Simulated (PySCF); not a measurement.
# [SiBr2]+, doublet: structure and spectrum

Level of theory: PySCF, UPBE0, basis Si def2-TZVP, Br def2-TZVP (no relativity, density fitting).

The structure is a minimum.

Z-matrix (Å, degrees; charge 1 multiplicity 2):
```
Si
Br 1 2.1276
Br 1 2.1276 2 123.36
```

| Property | Result |
| --- | --- |
| Point group | C2v |
| Bond lengths | Si–Br 2.128 Å (×2) |
| Bond angles | Br–Si–Br 123.4° |
| Spin squared ⟨S²⟩ | 0.756 |
| Rotational symmetry number | 2 |
| Principal polarisabilities | 40.1, 48.4, 88.6 bohr³ |
| Rotational constants | 0.6962, 0.03045, 0.02917 cm⁻¹ |
| Highest occupied level (α) | -13.73 eV |
| Enthalpy at 298.15 K above 0 K | 13.00 kJ/mol |
| Entropy at 298.15 K and 1 bar (electronic part: spin only) | 307.3 J/(mol K) |
| Principal quadrupole moments (Buckingham, traceless) about the centre of mass | -7.18, -3.64, 10.82 D Å |
| Zero-point energy | 6.6 kJ/mol |
| Dipole moment about the centre of mass | 1.87 D |
| Lowest empty level (β) | -10.46 eV |
| Heat capacity Cp at 298.15 K | 52.0 J/(mol K) |

Harmonic modes (masses in u: Si 27.977, Br 78.918):
```
symmetry  ω (cm⁻¹)  IR (km/mol)  μ (u)
      a1       123          3.0  55.80
      a1       400         20.9  37.01
      b2       577          148  31.80
```

In C2v the vibrations span 2a1 + b2. Here b1 is antisymmetric to the molecular plane and b2 lies in it.

Charges (e):
| atom | Mulliken | Löwdin | polar tensor | spin (Mulliken) | Mayer order to Si1 |
| --- | --- | --- | --- | --- | --- |
| Si1 | 0.66 | -0.03 | 1.15 | 0.64 | – |
| Br2,3 | 0.17 | 0.51 | -0.08 | 0.18 | 1.58 |

Mulliken populations on Si1: s 5.39, p 7.54, d 0.35, f 0.05.

Outer orbital energies (eV). α occupied: -28.38, -20.60, -17.61, -16.11, -15.90, -15.06, -14.90, -13.73; empty: -9.06, -6.49, -5.13, -2.38. β occupied: -28.73, -28.13, -19.98, -17.16, -15.79, -15.70, -15.02, -14.76; empty: -10.46, -8.40, -6.14, -4.42.

This need not be the most stable arrangement of these atoms.

The final relaxation and frequency run took 48 s on 4 threads of a shared Arm Neoverse V1 host, with 133 basis functions and 8 gradients; the process peaked at 1.1 GiB.
